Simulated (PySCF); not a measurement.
**`InChI=1S/C4H9FOSi2/c1-2-3-8(6)4(5)7/h4,6,8H,1,7H3/t4-,8-/m1/s1`**

Geometry:
```csv
atom,x (Å),y (Å),z (Å)
C1,-3.851,-0.725,-0.458
C2,-2.544,-0.198,-0.135
C3,-1.461,0.254,0.139
Si4,0.230,0.906,0.498
O5,0.554,0.988,2.087
C6,1.469,-0.299,-0.353
F7,1.377,-1.540,0.311
Si8,3.310,0.218,-0.357
H9,-3.875,-1.799,-0.275
H10,-4.610,-0.242,0.157
H11,-4.075,-0.540,-1.508
H12,0.418,2.276,0.043
H13,0.664,0.194,2.606
H14,1.138,-0.508,-1.375
H15,3.403,1.446,-1.147
H16,4.098,-0.856,-0.964
H17,3.748,0.437,1.021
```

Theory: TDDFT wB97X-D/def2-SVPD circular dichroism and optical rotation, one conformer, gas phase in PySCF 2.14.0. Geometry: GFN2-xTB.

The molecule is flexible and this is one conformer; a measurement averages over conformers.

Draw the ECD and absorption spectra from the lowest 8 states, each a Gaussian of half-width 0.25 eV at 1/e height.


| E (eV) | λ (nm) | Δε (L mol⁻¹ cm⁻¹) | ε (L mol⁻¹ cm⁻¹) |
| --- | --- | --- | --- |
| 5.41 | 229 | 0.00 | 0.537 |
| 5.56 | 223 | 0.00 | 4.23 |
| 5.71 | 217 | 0.00 | 17.7 |
| 5.86 | 212 | +0.16 | 49.7 |
| 6.01 | 206 | +0.87 | 126 |
| 6.16 | 201 | +2.09 | 247 |
| 6.31 | 197 | +2.52 | 284 |
| 6.46 | 192 | +1.77 | 209 |
| 6.61 | 188 | +1.72 | 268 |
| 6.76 | 184 | +3.09 | 536 |
| 6.91 | 180 | +3.54 | 657 |
| 7.06 | 176 | +1.62 | 807 |
| 7.21 | 172 | -3.32 | 3300 |
| 7.36 | 169 | -19.19 | 12800 |
| 7.51 | 165 | -49.87 | 28700 |

Δε uses R in velocity form, ε uses f in length form. Only the states computed contribute, so the short-wavelength end is incomplete.
